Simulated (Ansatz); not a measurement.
Cost and result for the atomization energy of `C=C1OC1[SiH3]` (11 atoms, 11 bonds).

```xyz
11

C    -1.9543   -0.8453    0.5130
C    -0.6448   -0.7690    0.4319
O     0.4393   -0.9302    1.2052
C     0.6100   -0.5314   -0.2206
Si    1.2610    1.2118   -0.4874
H    -2.4375   -1.1202    1.4411
H    -2.5580   -0.6369   -0.3585
H     1.0048   -1.3452   -0.8286
H     0.5718    2.1213    0.4575
H     0.9790    1.6059   -1.8925
H     2.7285    1.2392   -0.2611
```

Total charge 0; spin multiplicity 1. Geometry: relaxed with PBE0-D4/def2-TZVP. Program: Ansatz. All runs use 4 threads of an Intel Xeon 6975P-C on a shared host. Times are those of one run each, without the atoms' runs, and a repeat can differ threefold. Electronic energies, without spin–orbit coupling; frozen cores. CCSD(T)/CBS adds CCSD(T) − MP2 in def2-TZVPP to the MP2 limit, and its time is that of the two runs behind it. T1 = 0.014. B3LYP takes the VWN-RPA correlation (the form of Gaussian; ORCA's B3LYP/G).

CCSD(T)/CBS is a level of theory with its own doubt, some kJ/mol a heavy atom from the limit and from the frozen cores, so smaller differences don't rank the functionals.

```tsv
level	functions	wall time
revPBE-D4/def2-TZVPP	250	0.95 s
PBE0-D4/def2-TZVPP	250	1.4 s
BHLYP-D4/def2-TZVPP	250	1.4 s
r2SCANh-D4/def2-TZVPP	250	1.9 s
r2SCAN-D4/def2-TZVPP (with forces)	250	1.9 s
B3LYP-D4/def2-TZVPP (with forces)	250	2.1 s
CCSD(T)/def2-SVP	104	2.2 s
PBE-QIDH/def2-TZVPP	250	2.6 s
B97M-V/def2-TZVPP	250	3.1 s
ωB97M-V/def2-TZVPP (with forces)	250	4.4 s
MP2/def2-QZVPP	478	11 s
CCSD(T)/def2-TZVPP	250	31 s
CCSD(T)/CBS(def2)	–	42 s
```

What atomization energy does each give, and how far from CCSD(T)/CBS? (An estimate is asked.)

The calculation gave: 
```tsv
level	atomization (kcal/mol)	difference from CCSD(T)/CBS	per bond
revPBE-D4/def2-TZVPP	1008.4	4.9	0.4
PBE0-D4/def2-TZVPP	1011.2	7.7	0.7
BHLYP-D4/def2-TZVPP	971.2	-32.3	-2.9
r2SCANh-D4/def2-TZVPP	1003.3	-0.2	0.0
r2SCAN-D4/def2-TZVPP (with forces)	1011.1	7.6	0.7
B3LYP-D4/def2-TZVPP (with forces)	1005.7	2.2	0.2
CCSD(T)/def2-SVP	952.9	-50.6	-4.6
PBE-QIDH/def2-TZVPP	1000.1	-3.4	-0.3
B97M-V/def2-TZVPP	1009.9	6.4	0.6
ωB97M-V/def2-TZVPP (with forces)	1008.6	5.1	0.5
MP2/def2-QZVPP	1011.8	8.3	0.8
CCSD(T)/def2-TZVPP	977.4	-26.1	-2.4
CCSD(T)/CBS(def2)	1003.5	0.0	0.0
```

The D4 term adds +8.2 kcal/mol with B3LYP and +4.3 kcal/mol with PBE0; it sums over pairs of atoms, weighted by their polarisabilities, and B3LYP, whose exchange is more repulsive, gets the larger term. From r2SCAN to r2SCAN0 (25 % exact exchange), in def2-TZVPP and without D4, the atomization energy moves by −19.1 kcal/mol: exact exchange takes away binding that semilocal exchange gives to molecules. In def2-TZVPP, CCSD(T) changes the Hartree–Fock value by +259.0 kcal/mol (the triples alone add +17.6 kcal/mol) and MP2 by +277.9 kcal/mol; breaking electron pairs costs correlation energy, which Hartree–Fock lacks.
